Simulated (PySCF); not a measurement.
## Energy of Mn⁺ (manganese, charge +1) between two integer charges

The 4s alpha orbital of [Ar] 3d5 4s1 is emptied in steps (occupation f), with all orbitals relaxed, ending at [Ar] 3d5. Computed with PySCF 2.14 in aug-cc-pVTZ-DK, with scalar relativity by spin-free X2C-1e. The exact energy is a straight line in f; departures are measured from the line between the end points of the same method.

```tsv
f	UHF (eV)	LDA (eV)	PBE (eV)
1	0.000	0.000	0.000
0.8	0.019	-0.588	-0.591
0.6	0.028	-0.883	-0.891
0.4	0.028	-0.881	-0.895
0.2	0.018	-0.585	-0.600
0	0.000	0.000	0.000
```

```tsv
method	E(f=0) − E(f=1) (eV)	−ε at f=1 (eV)	−ε at f=0.4 (eV)
UHF	14.855	14.978	14.830
LDA	16.543	12.869	17.289
PBE	16.303	12.628	17.026
```

Orbital energy along the path (eV):

```csv
f,UHF,LDA,PBE
1,-14.978,-12.869,-12.628
0.8,-14.926,-14.334,-14.073
0.6,-14.876,-15.811,-15.539
0.4,-14.830,-17.289,-17.026
0.2,-14.786,-18.753,-18.539
0,-14.744,-20.167,-20.066
```

Reference removal energy between the ground levels: 15.640 eV (measured; NIST Atomic Spectra Database, ionization energies). UHF lacks correlation.
